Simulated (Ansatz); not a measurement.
Cl₂, triplet, geometry from GFN2-xTB (a higher spin typed on purpose: for a closed-shell molecule this is an excited state); CCSD(T)/aug-cc-pVDZ (Ansatz, an electronic-structure program).

Here is a job for Ansatz.
Ansatz 0.2 input:
```yaml
crystal:
  periodic: [false, false, false]
  atoms:
    - {symbol: Cl, position_ang: [-0.00000000, -0.00000000, -1.22009331]}
    - {symbol: Cl, position_ang: [0.00000000, 0.00000000, 1.22009331]}
basis:
  gaussian:
    orbitals: aug-cc-pVDZ
magnetization: {spin_polarized: true, initial_magnetization: 2}
correlation: {method: ccsd_t, electrons: outside_noble_gas}
accuracy: high
```

The log (banner, timings and long lists left out):

```
Functional definition: HF
1002 factors; integrals over basis functions are off by at most 3.7e-9 eV
mean field evaluation 1: about -25004.1104 eV, gradient 5.5e0 eV
mean field evaluation 2: about -25004.1122 eV, gradient 5.5e0 eV
mean field evaluation 4: about -25004.4312 eV, gradient 7.8e-1 eV
mean field evaluation 8: about -25004.4376 eV, gradient 2.4e-2 eV
mean field evaluation 16: about -25004.4376 eV, gradient 4.2e-5 eV
mean field evaluation 32: about -25005.1590 eV, gradient 1.1e-3 eV
mean field evaluation 64: about -25004.1104 eV, gradient 5.5e0 eV
mean field evaluation 96: about -25003.6897 eV, gradient 4.9e-5 eV
mean field evaluation 128: about -25004.9966 eV, gradient 4.5e-2 eV
mean field evaluation 160: about -25004.6269 eV, gradient 4.4e0 eV
mean field evaluation 192: about -25004.4376 eV, gradient 1.1e-3 eV
mean field evaluation 224: about -25004.4376 eV, gradient 8.4e-4 eV
mean field evaluation 256: about -25005.1590 eV, gradient 9.1e-4 eV
mean field evaluation 288: about -25003.6245 eV, gradient 2.1e0 eV
mean field evaluation 320: about -25004.3850 eV, gradient 2.2e0 eV
mean field evaluation 352: about -25003.6896 eV, gradient 5.7e-2 eV
mean field evaluation 384: about -25004.4352 eV, gradient 2.1e-2 eV
mean field evaluation 416: about -25003.6775 eV, gradient 1.0e0 eV
mean field evaluation 448: about -25002.1068 eV, gradient 4.8e-3 eV
mean field evaluation 480: about -25002.8516 eV, gradient 8.7e-4 eV
mean field evaluation 512: about -25004.4376 eV, gradient 3.4e-4 eV
mean field evaluation 544: about -25002.0969 eV, gradient 8.6e-1 eV
mean field -25005.15896207 eV, -918.9226427507 hartree, gradient 1.6e-8 eV, S^2 2.017594; 23 other end points of the search recorded, 0 dependent functions left out
determinant -25005.15896207 eV, -918.9226427507 hartree, with singles and doubles -25013.12683711 eV, -919.2154567576 hartree
determinant -25004.43760298 eV, -918.8961332930 hartree, with singles and doubles -25013.18695470 eV, -919.2176660383 hartree
determinant -25004.25945823 eV, -918.8895865942 hartree, with singles and doubles -25011.92340196 eV, -919.1712313315 hartree
determinant -25003.89606074 eV, -918.8762319827 hartree, with singles and doubles -25011.63679659 eV, -919.1606987782 hartree
determinant -25003.68969872 eV, -918.8686483185 hartree, with singles and doubles -25011.36073738 eV, -919.1505537896 hartree
determinant -25002.85163215 eV, -918.8378499401 hartree, with singles and doubles -25011.86156434 eV, -919.1689588408 hartree
determinant -25002.10684698 eV, -918.8104795898 hartree, with singles and doubles -25011.26541326 eV, -919.1470506926 hartree
determinant -25005.15896207 eV, -918.9226427507 hartree, with singles and doubles -25013.16572757 eV, -919.2168859554 hartree
determinant -25004.43760298 eV, -918.8961332930 hartree, with singles and doubles -25013.18768718 eV, -919.2176929563 hartree
mean field evaluation 576: about -25004.4376 eV, gradient 4.0e-8 eV
10 core orbitals not correlated
reference -25004.43760298 eV, -918.8961332930 hartree; 8, 6 occupied and 36, 38 virtual orbitals, 1002 factors
second order -8.02057545 eV of doubles, -0.00000000 eV of singles
cycle   1  -8.28118334 eV  change    -1.2e0 eV  update   7.9e-2
cycle   2  -8.71912723 eV  change   -4.4e-1 eV  update   3.4e-2
cycle   3  -8.74948674 eV  change   -3.0e-2 eV  update   1.2e-2
cycle   4  -8.75093673 eV  change   -1.4e-3 eV  update   3.7e-3
cycle   5  -8.74935191 eV  change    1.6e-3 eV  update   1.1e-3
cycle   6  -8.74989174 eV  change   -5.4e-4 eV  update   4.0e-4
cycle   7  -8.75016774 eV  change   -2.8e-4 eV  update   1.2e-4
cycle   8  -8.75006010 eV  change    1.1e-4 eV  update   3.2e-5
cycle   9  -8.75009054 eV  change   -3.0e-5 eV  update   9.0e-6
cycle  10  -8.75008441 eV  change    6.1e-6 eV  update   3.0e-6
cycle  11  -8.75008426 eV  change    1.5e-7 eV  update   8.9e-7
cycle  12  -8.75008380 eV  change    4.6e-7 eV  update   2.5e-7
cycle  13  -8.75008437 eV  change   -5.7e-7 eV  update   9.2e-8
cycle  14  -8.75008427 eV  change    1.1e-7 eV  update   2.9e-8
cycle  15  -8.75008444 eV  change   -1.7e-7 eV  update   7.5e-8
cycle  16  -8.75008452 eV  change   -8.2e-8 eV  update   2.8e-8
cycle  17  -8.75008452 eV  change    4.6e-9 eV  update   6.5e-9
cycle  18  -8.75008451 eV  change    3.7e-9 eV  update   2.0e-9
cycle  19  -8.75008451 eV  change   4.5e-10 eV  update  5.9e-10
perturbative correction -0.37039528 eV, -0.0136117754 hartree
WARN: these amplitudes may be one of several solutions (largest doubles amplitude 0.19, level shift 4.08 eV)
Total energy: -25013.55808277 eV, -919.2313047433 hartree
```
